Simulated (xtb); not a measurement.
Harmonic IR lines of one isomer of C$_{9}$H$_{9}$B$_{2}$N, unscaled. All values below come from GFN2-xTB run with xtb 6.7.1.

wavenumber (cm⁻¹): 747 (w), 762 (w), 798 (vw), 814 (vs), 828 (w), 836 (w), 946 (vw), 1153 (w), 1212 (m), 1222 (w), 1237 (vw), 1245 (m), 1330 (m), 1397 (w), 1416 (w), 1487 (w), 1509 (w), 1563 (w), 1591 (w), 2646 (s), 2653 (s), 2683 (m), 2710 (m), 3048 (w), 3058 (w), 3082 (m)

**Question.** Which structure gives these lines?
(A) `Bc1ccc2c(B)cccc2n1`
(B) `Bc1ccc2nccc(B)c2c1`
(C) `Bc1ccc2ncc(B)cc2c1`
(D) `Bc1ccc2ccc(B)nc2c1`

**Answer.** D, `Bc1ccc2ccc(B)nc2c1`
